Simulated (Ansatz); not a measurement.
Cu4S3, relaxed as a singlet with RKS r2SCAN-D4/def2-SVP in Ansatz, starting from the GFN2-xTB geometry. Force threshold 0.02 eV/Å.

The restricted singlet is unstable towards broken spin symmetry in Hartree–Fock (as tested in another run); at r2SCAN-D4/def2-SVP this wasn't settled. Another isomer (singlet) lies 0.03 eV lower at PBE0-D4/def2-TZVP; other spin states weren't run for this one.

Start:

```xyz
7

Cu    0.613   -1.548   -0.539
Cu   -1.332   -1.113    0.954
Cu   -1.133    0.952   -0.624
Cu    0.693    0.392    1.220
S    -1.419    0.981    1.588
S     2.090    0.175   -0.560
S     0.489    0.161   -2.040
```

```tsv
step	energy (eV)	largest force component (eV/Å)	SCF passes
1	-211036.5295	1.144	50
2	-211036.8368	0.852	34
3	-211037.0355	0.347	33
4	-211037.0628	0.097	31
5	-211037.0646	0.065	27
6	-211037.0652	0.009	28
```

Force components are those of the run's own axes.

End:

```
atom    x (Å)    y (Å)    z (Å)
 Cu1   0.4256  -1.3137  -0.5950
 Cu2  -1.3186  -1.1370   1.1247
 Cu3  -1.0161   0.6757  -0.6044
 Cu4   0.6667   0.4403   1.1060
  S5  -1.4618   0.9706   1.5770
  S6   2.2000   0.0650  -0.4433
  S7   0.5041   0.2991  -2.1651
```

By distances, no bond broke or formed, bridged metal pairs apart. The bond that changes most is S6–S7, from 2.18 to 2.43 Å (atoms count from 1). Metal–metal contacts that move far: Cu1–Cu3 3.05 to 2.46 Å.

No frequencies were taken in this run, so the end may be a saddle point.

Run time 41 s (4 threads of Arm Neoverse V2 on a shared host).
